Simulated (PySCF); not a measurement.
BrH2NOSW, SMILES [NH]=[W]([OH])(=[S])[Br], multiplicity 1. Atoms are numbered in the order given.

```xyz
7

W      0.0511    -0.4386     0.0943
N     -0.3664    -1.5100    -1.2207
H     -0.1477    -2.1076    -2.0167
S      2.1887    -0.3297     0.2400
Br    -0.8482     1.7607    -0.4431
O     -0.6472    -1.1593     1.6895
H     -1.2208    -1.9368     1.7386
```

Coordinates come from a r2SCAN-D4/def2-SVP optimisation. The spin state was assumed, not searched. The structure was generated by enumeration; whether it is a known compound was not checked. The def2 effective core potentials stand for the cores of W; spin–orbit coupling is left out. One conformer was computed; it need not be the lowest.

The numbers are results of PBE/def2-TZVP (PySCF), not measurements.

ESP charges are fitted to the potential on shells at 1.4 to 2.0 van der Waals radii. Atomic charges (e):

```csv
atom,Mulliken,ESP fit
W1,[?],0.55
N2,[?],-0.57
H3,0.25,0.37
S4,-0.30,-0.21
Br5,-0.28,-0.09
O6,-0.53,-0.48
H7,[?],0.43
```

Q: Complete the blanks. (An estimate is asked for; the answer gives what the named calculation found.)

A: 
- W1, Mulliken: 1.00
- N2, Mulliken: -0.49
- H7, Mulliken: 0.35
